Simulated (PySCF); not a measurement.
C7H10O4.
Structure used (GFN2-xTB), in Å, numbered top down from 1:
```
atom  x, y, z in Å
C1    -2.342    1.626    1.107
C2    -1.789    0.298    0.609
O3    -1.867    0.273   -0.817
C4    -1.755   -0.907   -1.401
O5    -1.632   -1.966   -0.863
C6    -0.346    0.110    1.097
O7    -0.051    0.125    2.262
O8     0.493   -0.051    0.088
C9     1.857   -0.281    0.381
C10    2.565   -1.282   -0.475
C11    2.846    0.183   -0.639
H12   -1.811    2.446    0.629
H13   -2.203    1.686    2.183
H14   -3.399    1.705    0.871
H15   -2.367   -0.545    1.015
H16   -1.809   -0.763   -2.494
H17    2.071   -0.207    1.440
H18    1.981   -1.771   -1.238
H19    3.308   -1.911   -0.009
H20    2.454    0.672   -1.517
H21    3.786    0.579   -0.289
```

Definitions: NICS(0) = −σiso at the ring centroid; NICS(1) = −σiso and NICS(1)zz = −σzz at ±1 Å along the ring normal z. Level: GIAO PBE0/pcSseg-1 (PySCF, non-relativistic, gas phase) on the GFN2-xTB geometry, one conformer.

Ring bond lengths (Å), with Mayer bond orders in brackets: C9–C10 1.496 (0.96), C10–C11 1.501 (0.97), C11–C9 1.495 (0.96).

Problem. What do the NICS probes read (ppm)?

Solution. 
| ring | type | NICS(0) | NICS(1), two faces | NICS(1)zz, two faces | rms pucker (Å) | centre to ring atoms, mean (Å) |
| --- | --- | --- | --- | --- | --- | --- |
| C9–C10–C11 | 3-membered carbocycle; formal bonds all single | -39.7 | -6.9 / -9.1 | -17.7 / -24.1 | 0.00 | 0.86 |

Problem. What do they say, and how far can they be read as aromaticity?

Solution. 
- C9–C10–C11: mean NICS(1)zz -20.9 ppm, shielded. C9, C10, C11 have four or more neighbours, and the NICS criterion for π rings isn't applied. The two faces differ by 6.4 ppm, so no symmetry operation interchanges them. NICS(0) lies 32 ppm below the mean NICS(1).

Problem. How shielded are the nuclei of the rings and their hydrogens (means over atoms taken as equivalent)?

Solution. 
| atoms | environment | σ isotropic (ppm) |
| --- | --- | --- |
| C9 | sp3 carbon bound to oxygen | 136.3 |
| C10 | three-membered-ring carbon | 179.5 |
| C11 | three-membered-ring carbon | 179.8 |
| H17 | methine hydrogen | 26.50 |
| H18 | methylene hydrogen | 30.85 |
| H19 | methylene hydrogen | 31.05 |
| H20 | methylene hydrogen | 30.88 |
| H21 | methylene hydrogen | 31.04 |
